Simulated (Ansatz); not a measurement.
Program: Ansatz. Geometries: PBE0-D4/def2-TZVP. ΔE: electronic, gas phase. CCSD(T)/CBS adds triple-zeta CCSD(T) − MP2 to the extrapolated MP2 energy (def2 sets, frozen cores). This one scheme is used for every species, atoms too. Functionals use def2-TZVPP. Open shells (•) are unrestricted, without spin–orbit coupling. Spin–orbit coupling would lower the free atoms: a little for C, Si. For Zn outer-core shells are correlated without core-valence functions, so the limit isn't a true one: a few kJ/mol of doubt a bond, and 10 to 20 or more in all where bonds break to atoms. Scalar relativity is left out up to krypton.

Consider the atomization: `C[CH]1[SiH2][Zn]1` → 2 C• + 6 H• + Si• + Zn (atom).

`C[CH]1[SiH2][Zn]1`:

```xyz
10

C     0.308   -0.156   -1.310
C     0.063    0.653   -0.066
Si   -0.355   -0.248    1.605
Zn   -1.266    1.796    0.953
H     1.172   -0.827   -1.189
H    -0.552   -0.778   -1.565
H     0.524    0.483   -2.173
H     0.898    1.345    0.130
H     0.702   -1.086    2.265
H    -1.493   -1.184    1.350
```

| species | PBE0-D4 energy (Eh) |
| --- | --- |
| `C[CH]1[SiH2][Zn]1` | -2148.18318 |
| C• | -37.80537 |
| H• | -0.50104 |
| Si• | -289.24948 |
| Zn (atom) | -1779.14422 |

Q: Work out ΔE.

A: ΔE = 6 × (-0.50104) + 2 × (-37.80537) + (-289.24948) + (-1779.14422) − (-2148.18318) = 1.17250 Eh = +735.8 kcal/mol. CCSD(T)/CBS gives +732.0 kcal/mol.

Largest T1 diagnostic among the species: 0.019.

From PBE to PBE0 (25 % exact exchange), in def2-TZVPP and without D4, ΔE moves by −9.1 kcal/mol: exact exchange takes away binding that semilocal exchange gives to molecules. The D4 term adds +8.2 kcal/mol with B3LYP and +4.3 kcal/mol with PBE0; it sums over pairs of atoms, weighted by their polarisabilities, and B3LYP, whose exchange is more repulsive, gets the larger term. In def2-TZVPP, CCSD(T) changes the Hartree–Fock value by +189.8 kcal/mol (the triples alone add +13.3 kcal/mol) and MP2 by +195.7 kcal/mol; breaking electron pairs costs correlation energy, which Hartree–Fock lacks.

B3LYP here is the variant with VWN-RPA as its local correlation; programs differ in this.

For atomizations the MP2-based limit and the directly extrapolated one differ by several kJ/mol either way, and by 10 to 25 for some Ge, Se and Sn compounds, so smaller differences from it don't rank the levels.
